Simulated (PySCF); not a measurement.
## Electronic structure of Co (cobalt, neutral) at the UHF level

Configuration: [Ar] 3d7 4s2, high-spin 4F determinant. Calculation: PySCF 2.14, in cc-pVTZ (7s6p4d2f1g, 68 functions); the non-relativistic Hamiltonian (point nucleus).

```json
{
 "Total energy": "-1381.425137 hartree",
 "One-electron energy": "-1913.8756 hartree",
 "Hartree (Coulomb) energy": "590.4664 hartree",
 "Exchange energy": "-58.0160 hartree",
 "Kinetic energy": "1381.47797 hartree",
 "⟨S²⟩": "3.7599",
 "⟨L²⟩": "12.028",
 "Sum of ⟨r⟩": "21.91 bohr",
 "Sum of ⟨r²⟩": "39.44 bohr²",
 "Density at the nucleus (Gaussians lack the cusp)": "13300 bohr⁻³",
 "Spin density at the nucleus": "0.792 bohr⁻³",
 "Langevin diamagnetic susceptibility": "-31.2 ×10⁻⁶ cm³/mol",
 "Time after the integrals": "0.5 s of wall time on 1 thread of Neoverse-V2 (shared host)"
}
```

```
shell  electrons  mean orbital energy (hartree)  spread (hartree)  rms radius, mean of both spins (bohr)
 1s α          1                     -283.06549                 0                                 0.0659
 1s β          1                     -283.06298                 0                                 0.0659
 2s α          1                      -34.91992                 0                                  0.279
 2s β          1                      -34.81637                 0                                  0.279
 2p α          3                      -30.17049                 0                                  0.250
 2p β          3                      -30.06949                 0                                  0.250
 3s α          1                       -4.66546                 0                                  0.840
 3s β          1                       -4.38407                 0                                  0.840
 3p α          3                       -3.17703                 0                                  0.894
 3p β          3                       -2.83843                 0                                  0.894
 3d α          5                       -0.71867           0.05314                                   1.16
 3d β          2                       -0.58221                 0                                   1.16
 4s α          1                       -0.28093                 0                                   3.41
 4s β          1                       -0.25537                 0                                   3.41
```
